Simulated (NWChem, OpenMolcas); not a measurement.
GaH2O2F (SMILES [OH][Ga]([OH])[F]): the HOMO–LUMO gap, rung by rung

GaH2O2F: 6 atoms, total charge 0, spin state singlet. As SMILES, `[OH][Ga]([OH])[F]`. The shape is that of a PBE0-D4/def2-TZVP optimisation. This is one conformer, not always the lowest.

Each level gives the HOMO–LUMO gap (eV). The values are calculated.

| level | kind | program | value (eV) | CPU time |
| --- | --- | --- | --- | --- |
| HF/6-31G* (spherical functions) | Hartree–Fock | OpenMolcas | 15.46 | 7.7 s |
| SVWN5/6-31G* (spherical functions) | LDA | OpenMolcas | 4.98 | 16 s |
| M06-L/6-31G* (spherical functions) | meta-GGA | OpenMolcas | 5.74 | 27 s |
| TPSS/6-31G* (spherical functions) | meta-GGA | OpenMolcas | 5.32 | 28 s |
| B3LYP/6-31G* (spherical functions) | global hybrid | NWChem | 7.08 | 24 s |
| BHLYP/6-31G* (spherical functions) | global hybrid | OpenMolcas | 10.26 | 21 s |
| PBE0/6-31G* (spherical functions) | global hybrid | NWChem | 7.77 | 29 s |
| B3LYP/6-31G* (Cartesian functions) | global hybrid | OpenMolcas | 7.07 | 25 s |

All-electron rows without a relativistic Hamiltonian named are non-relativistic. The values span 4.98 to 15.46 eV. Orbital gaps aren't excitation energies; they tend to grow with the share of exact exchange. Times are those of the runs behind each value, whatever else they computed, on shared processors of several kinds: orders of magnitude only.
